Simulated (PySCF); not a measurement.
C3H7BFN, SMILES FB(/C=C/C)N. Atoms are numbered in the order given.

```xyz
13

C      0.0839    -2.8524     0.0000
C     -0.3131    -1.4045     0.0000
C      0.5253    -0.3579     0.0000
B      0.0806     1.1456     0.0000
N     -1.2538     1.5833     0.0000
F      1.0444     2.0948     0.0000
H     -0.3225    -3.3709     0.8851
H      1.1781    -2.9692     0.0000
H     -0.3225    -3.3709    -0.8851
H     -1.3984    -1.2213     0.0000
H      1.6036    -0.5713     0.0000
H     -2.0489     0.9603     0.0000
H     -1.4920     2.5671     0.0000
```

Coordinates come from a ωB97X-D3(BJ)/def2-SVP optimisation. The geometry has at least one imaginary mode, so it is a saddle point at that level. The structure was generated by enumeration; whether it is a known compound was not checked. The values are those of a single conformer.

Computed with PySCF 2.14.0 with TDA-PBE/def2-SVPD.

Vertical excitations. Gas-phase values at a fixed geometry. State labels are in the subgroup Cs.

Computed lowest excited states:
```json
[
 {"state": "S1", "symmetry": "A'", "energy (eV)": "5.60", "λ (nm)": "221", "f": "0.146", "main pairs": "HOMO→LUMO 60 %, HOMO−1→LUMO 35 %"},
 {"state": "S2", "symmetry": "A\"", "energy (eV)": "5.95", "λ (nm)": "208", "f": "0.001", "main pairs": "HOMO→LUMO+1 100 %"},
 {"state": "S3", "symmetry": "A\"", "energy (eV)": "6.24", "λ (nm)": "199", "f": "0.000", "main pairs": "HOMO−2→LUMO 99 %"},
 {"state": "S4", "symmetry": "A\"", "energy (eV)": "6.67", "λ (nm)": "186", "f": "0.000", "main pairs": "HOMO→LUMO+2 99 %"},
 {"state": "S5", "symmetry": "A'", "energy (eV)": "6.75", "λ (nm)": "184", "f": "0.439", "main pairs": "HOMO−1→LUMO 51 %, HOMO→LUMO 29 %, HOMO→LUMO+6 9 %"},
 {"state": "S6", "symmetry": "A\"", "energy (eV)": "6.97", "λ (nm)": "178", "f": "0.032", "main pairs": "HOMO−1→LUMO+1 98 %"},
 {"state": "S7", "symmetry": "A\"", "energy (eV)": "6.99", "λ (nm)": "177", "f": "0.000", "main pairs": "HOMO→LUMO+3 98 %"},
 {"state": "S8", "symmetry": "A\"", "energy (eV)": "7.16", "λ (nm)": "173", "f": "0.001", "main pairs": "HOMO−3→LUMO 98 %"},
 {"state": "S9", "symmetry": "A'", "energy (eV)": "7.35", "λ (nm)": "169", "f": "0.006", "main pairs": "HOMO−2→LUMO+1 99 %"},
 {"state": "S10", "symmetry": "A\"", "energy (eV)": "7.63", "λ (nm)": "162", "f": "0.000", "main pairs": "HOMO−1→LUMO+2 93 %"},
 {"state": "T1", "symmetry": "A'", "energy (eV)": "3.89", "λ (nm)": "319", "f": "0", "main pairs": "HOMO→LUMO 94 %"},
 {"state": "T2", "symmetry": "A'", "energy (eV)": "5.21", "λ (nm)": "238", "f": "0", "main pairs": "HOMO−1→LUMO 93 %"},
 {"state": "T3", "symmetry": "A\"", "energy (eV)": "5.70", "λ (nm)": "217", "f": "0", "main pairs": "HOMO−2→LUMO 99 %"},
 {"state": "T4", "symmetry": "A\"", "energy (eV)": "5.84", "λ (nm)": "212", "f": "0", "main pairs": "HOMO→LUMO+1 99 %"}
]
```
Triplets are in the Tamm–Dancoff approximation.
